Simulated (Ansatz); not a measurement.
Molecule: CH₄BO, net charge 0, doublet state. It need not be the lowest isomer of its formula. 
Geometry from a B3LYP-D3(BJ)/def2-TZVP (Ansatz, a quantum-chemistry and plane-wave program) optimisation:
```
O
C 1 1.3516
B 1 1.3592 2 124.33
H 2 1.0768 1 116.03 3 180.00
H 2 1.0810 4 124.75 1 180.00
H 3 1.1888 1 116.49 2 -180.00
H 3 1.1956 6 123.94 1 -180.00
```
Charge 0, spin multiplicity 2.

Basis-set convergence of Hartree-Fock and CCSD correlation energies (hartree) with Ansatz. Valence correlation only, unless marked. Open shells are spin-unrestricted. No spin-orbit coupling. Non-relativistic.

```csv
basis,functions,E(HF),"E(corr, CCSD)"
aug-cc-pVDZ,105,-139.73261,-0.43902
aug-cc-pVTZ,230,…,…
```

Task: Some entries are withheld; supply them.

Result: 
- aug-cc-pVTZ, E(HF): -139.77335
- aug-cc-pVTZ, E(corr, CCSD): -0.51959
